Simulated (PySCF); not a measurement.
Name the molecule from its bond curve

A diatomic of charge 0 contains Pt. Its singlet curve at PBE in a triple-zeta basis (scalar-relativistic core potentials, PySCF), in eV from the separated fragments:

```json
{"R (Å)": "1.431", "E (eV)": "-4.805"}
{"R (Å)": "1.498", "E (eV)": "-6.018"}
{"R (Å)": "1.564", "E (eV)": "-6.714"}
{"R (Å)": "1.614", "E (eV)": "-6.983"}
{"R (Å)": "1.664", "E (eV)": "-7.086"}
{"R (Å)": "1.714", "E (eV)": "-7.063"}
{"R (Å)": "1.780", "E (eV)": "-6.884"}
{"R (Å)": "1.864", "E (eV)": "-6.498"}
{"R (Å)": "1.964", "E (eV)": "-5.898"}
{"R (Å)": "2.097", "E (eV)": "-5.000"}
```

The fit gives ωe = 1066 cm⁻¹ and the rotational constant Bₑ = 0.5295 cm⁻¹.

Task: Which atom is the partner?

Result: The minimum lies at 1.678 Å, so the reduced mass is 16.8576 u Å² cm⁻¹/(Bₑ·Re²) = 11.31 u. With Pt at 194.96 u the partner weighs about 12.0 u: C. The molecule is PtC.

Spin–orbit coupling is left out.
